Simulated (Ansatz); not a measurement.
mer-CoF3(H2O)3 (CoO3F3H6), relaxed as a singlet with RKS r2SCAN-D4/def2-SVP in Ansatz, starting from the GFN2-xTB geometry. Force threshold 0.02 eV/Å.

The restricted singlet is unstable towards broken spin symmetry in Hartree–Fock (as tested in another run); at r2SCAN-D4/def2-SVP this wasn't settled. Another isomer (singlet) lies 0.02 eV lower at PBE0-D4/def2-TZVP; other spin states weren't run for this one.

Start:

Cartesian coordinates in Å:
```
Co 0.073 -0.158 0.039
F 1.502 0.440 -0.810
F -1.414 -0.623 0.868
F 1.020 -1.351 0.921
O -1.026 1.192 -0.990
O -0.187 -1.553 -1.332
O 0.485 1.093 1.546
H -0.511 1.978 -1.202
H -1.808 1.438 -0.482
H -0.510 -2.299 -0.805
H 0.728 -1.754 -1.586
H 1.454 1.050 1.538
H 0.194 0.546 2.294
```

Question: Estimate the energy that the relaxation releases and the steps that it takes.

Answer: 36.8 kJ/mol, in 12 steps; 35 s on 4 threads of Arm Neoverse V1 on a shared host. No frequencies were taken in this run, so the end may be a saddle point.

Question: Does the start keep its bonding?

Answer: By distances, no bond broke or formed. The bond that changes most is Co1–F3, from 1.76 to 1.85 Å (atoms count from 1). A close non-bonded pair moves further: F2–H11, from 2.45 to 1.78 Å.

Question: Predict the relaxed structure.

Answer: 
```tsv
atom	x (Å)	y (Å)	z (Å)
Co1	0.105	-0.154	-0.007
F2	1.516	0.068	-1.106
F3	-1.423	-0.170	1.037
F4	0.958	-1.374	0.973
O5	-0.972	1.156	-0.996
O6	-0.256	-1.579	-1.243
O7	0.613	1.112	1.369
H8	-0.581	2.040	-0.910
H9	-1.699	1.091	-0.336
H10	0.080	-2.290	-0.658
H11	0.558	-1.291	-1.736
H12	1.312	0.548	1.759
H13	-0.210	0.842	1.855
```
Bond lengths: 3 × Co–F 1.78 to 1.85 Å; 3 × Co–O 1.92 to 1.96 Å; 6 × H–O 0.97 to 0.99 Å.
